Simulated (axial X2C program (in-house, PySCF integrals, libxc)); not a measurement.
RbHg: properties at the nuclei

Computed with an axial X2C code built on PySCF integrals: two-component X2C with atomic mean-field Coulomb and Gaunt terms, Gaussian nuclei, basis Hg dyall-cv3z, Rb dyall-cv3z with contracted cores.

R = 3.975 Å (near the PBE0 minimum at charge 0 of the determinant lowest at the starting distance; the state shown can have its own minimum elsewhere).

Determinant lowest in the PBE0 search, Ω = 1/2 (⟨Sz⟩ = 0.49, ⟨Lz⟩ = 0.01 at PBE0), spin on the atoms Hg 0.06, Rb 0.43:

```tsv
level	Eeff magnitude (GV/cm)	Ws magnitude Hg (kHz)	A∥/gI Hg (MHz)	qzz Hg (a.u.)	A∥/gI Rb (MHz)	qzz Rb (a.u.)	μ (D)
PBE0	20.9	48	716	-1.14	1680	-0.09	1.05
TPSSh	19.1	43.7	753	-1.24	1550	-0.10	1.05
BP86	17.5	40.1	706	-1.29	1790	-0.11	1.39
PBE	17.5	40.2	780	-1.26	1710	-0.12	1.34
```

Determinant 1.24 eV from it at PBE0 and this distance, Ω = 3/2 (⟨Sz⟩ = 0.50, ⟨Lz⟩ = 1.00 at PBE0), spin on the atoms Hg 0.13, Rb 0.37:

```json
{"level": "PBE0", "Eeff magnitude (GV/cm)": "1.95", "Ws magnitude Hg (kHz)": "1.32", "A∥/gI Hg (MHz)": "-147", "qzz Hg (a.u.)": "1.09", "A∥/gI Rb (MHz)": "29.7", "qzz Rb (a.u.)": "0.17", "μ (D)": "5.68"}
{"level": "HF", "Eeff magnitude (GV/cm)": "12.7", "Ws magnitude Hg (kHz)": "9.69", "A∥/gI Hg (MHz)": "-552", "qzz Hg (a.u.)": "0.71", "A∥/gI Rb (MHz)": "35.1", "qzz Rb (a.u.)": "0.13", "μ (D)": "4.83"}
{"level": "TPSSh", "Eeff magnitude (GV/cm)": "1.69", "Ws magnitude Hg (kHz)": "1.15", "A∥/gI Hg (MHz)": "-77", "qzz Hg (a.u.)": "1.05", "A∥/gI Rb (MHz)": "27.3", "qzz Rb (a.u.)": "0.18", "μ (D)": "4.79"}
{"level": "BP86", "Eeff magnitude (GV/cm)": "1.54", "Ws magnitude Hg (kHz)": "1", "A∥/gI Hg (MHz)": "-126", "qzz Hg (a.u.)": "1.27", "A∥/gI Rb (MHz)": "30.2", "qzz Rb (a.u.)": "0.16", "μ (D)": "6.15"}
{"level": "PBE", "Eeff magnitude (GV/cm)": "1.26", "Ws magnitude Hg (kHz)": "0.803", "A∥/gI Hg (MHz)": "-70.1", "qzz Hg (a.u.)": "1.16", "A∥/gI Rb (MHz)": "29.2", "qzz Rb (a.u.)": "0.19", "μ (D)": "5.31"}
```

Eeff is the effective electric field on the electron electric dipole moment in this Ω state and Ws the scalar–pseudoscalar constant of the nucleus named (defined with the proton number Z and per Ω); A∥ (defined per Ω) follows by multiplying with gI = μI/(I μN); qzz is the electric field gradient, eQq0 = 234.96 MHz × Q/barn × qzz; μ is positive if the Rb end (last atom) is positive. The operators were transformed with the bare-nucleus X2C matrices; with these basis sets, hyperfine constants and field gradients can be off by tens of per cent, and where levels differ in sign neither size nor sign is settled.

Question: With gI(199Hg) = 1.0118, gI(85Rb) = 0.5412, Q(85Rb) = 0.276 barn (g factors from the IAEA table of nuclear moments by Stone; Q from Pyykkö, Mol. Phys. 2018), turn the PBE0 values of the first state into constants in MHz.

Answer: A∥(199Hg) = 716 × 1.0118 = 724 MHz; A∥(85Rb) = 1680 × 0.5412 = 909 MHz; eQq0(85Rb) = 234.96 × (0.276) × (-0.09) = -5.84 MHz.

Each state is one determinant with collinear spin. Unrestricted Hartree–Fock can overshoot spin polarisation at the nuclei. Where Eeff spreads by more than a factor of two the levels disagree and none is to be relied on. Left out as unconverged or as another state under the same occupation: HF in at least one table. The search compared states at one distance, so a state with another bond length can lie lower. PBE0 term energies can be off by some tenths of an eV.
